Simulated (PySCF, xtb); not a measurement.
1,3-oxasiletane-2,4-dione (C2H2O3Si), SMILES C1([SiH2]C(O1)=O)=O.

Harmonic wavenumbers (cm⁻¹) from GFN2-xTB in xtb 6.7.1 at its own minimum, in rising order: 114, 312, 348, 354, 379, 536, 542, 561, 588, 624, 729, 736, 871, 1078, 1817, 1872, 2337, 2344.

Task: What does B3LYP-D3(BJ)/def2-SVP run with PySCF give at its own minimum? (An estimate is asked for; the answer gives what the named calculation found.)

Result: 135, 340, 343, 383, 400, 550, 640, 640, 682, 686, 795, 851, 928, 1131, 1890, 1976, 2257, 2277. Paired by order, the mean absolute difference is 59 cm⁻¹ and the zero-point energies are 23.1 and 24.2 kcal/mol.
